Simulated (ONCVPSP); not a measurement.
u(r) = r·R(r): atom against pseudo-atom (niobium)

Columns: radius, all-electron u(r) and pseudo u(r) of the 4d shell (level -3.04 eV) of niobium in the configuration [Ar] 3d10 4s2 4p6 4d4 5s1; PBE, scalar-relativistic, ONCV scheme, ONCVPSP 4.0.1.

```
r (bohr)  all-electron  pseudo
   0.098       -0.1031  0.0012
   0.195       -0.2681  0.0093
   0.292       -0.3110  0.0293
   0.390       -0.2379  0.0649
   0.488       -0.1024  0.1172
   0.585        0.0509  0.1850
   0.682        0.1991  0.2659
   0.780        0.3314  0.3550
   0.878        0.4418  0.4439
   0.975        0.5286  0.5252
   1.072        0.5941  0.5953
   1.170        0.6412  0.6522
   1.268        0.6720  0.6929
   1.365        0.6894  0.7153
   1.463        0.6966  0.7203
   1.560        0.6955  0.7116
   1.658        0.6881  0.6958
   1.755        0.6763  0.6784
   1.852        0.6611  0.6613
   1.950        0.6433  0.6433
   2.047        0.6241  0.6241
   2.145        0.6036  0.6036
   2.242        0.5829  0.5829
   2.340        0.5617  0.5617
   2.438        0.5405  0.5405
   2.535        0.5198  0.5198
```

(1) How many radial nodes do the two functions have?

(2) At about which radius was the pseudo-wave matched?

(3) Is the pseudo-wave norm-conserving?

Answers

(1) The all-electron 4d function has n − l − 1 = 1; the pseudo-wave has 0, since the states of the same l below it are removed with the core.

(2) 1.95 bohr. The columns agree to 0.0005 from 1.85 bohr on; several derivatives are matched, so the curves merge somewhat inside the radius.

(3) Yes: the ONCV scheme keeps the norm inside the radius equal to the all-electron one, which fixes the energy derivative of the logarithmic derivative at the level.
